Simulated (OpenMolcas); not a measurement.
Fe2+ among 5 point charges of -1.5 e arranged as a trigonal bipyramid (D3h).

```json
{
  "Program": "OpenMolcas 26.06",
  "Method": "SS-CASPT2, IPEA 0.25 Eh, imaginary shift 0.1 Eh (closed shells correlated: 3s 3p)",
  "Basis": "ANO-RCC-VDZP [5s4p2d1f]",
  "Scalar Hamiltonian": "DKH2, point nucleus",
  "Active space": "6 electrons in 5 orbitals (3d)",
  "State averaging": "2S+1 = 5 even, 5 roots; 2S+1 = 3 even, 45 roots; 2S+1 = 1 even, 50 roots",
  "Spin-orbit coupling": "state interaction with AMFI integrals over the reference wave functions"
}
```

All point charges move together. At R = 1.94 Å the first state of the same spin is 910 cm-1, and at R = 2.07 Å it is 730 cm-1.

Problem. A third run gives 1130 cm-1. What distance was it run at?

Solution. With a power law R^-n the two known points give n = -ln(730 / 910) / ln(2.07 / 1.94) = 3.40. Then R = 1.94 × (910 / 1130)^(1/3.40) = 1.820 Å. The run was at 1.86 Å, so the estimate is off by -0.040 Å.

Roots that are degenerate in the reference are averaged as groups; the widest CASPT2 spread within a group is 140 cm-1 (the 2-fold group of multiplicity 5 near 0 cm-1 above the lowest state of its run, R = 1.86). Shifts and gaps below about the spread of the groups concerned are not significant. An orbital doublet at a regular site is open to a Jahn-Teller distortion, which this geometry leaves out. Free-ion shares, where given, are those of the reference states; single-state CASPT2 does not remix them. This is an electrostatic model: the charges have no orbitals. No measured value stands beside these numbers.
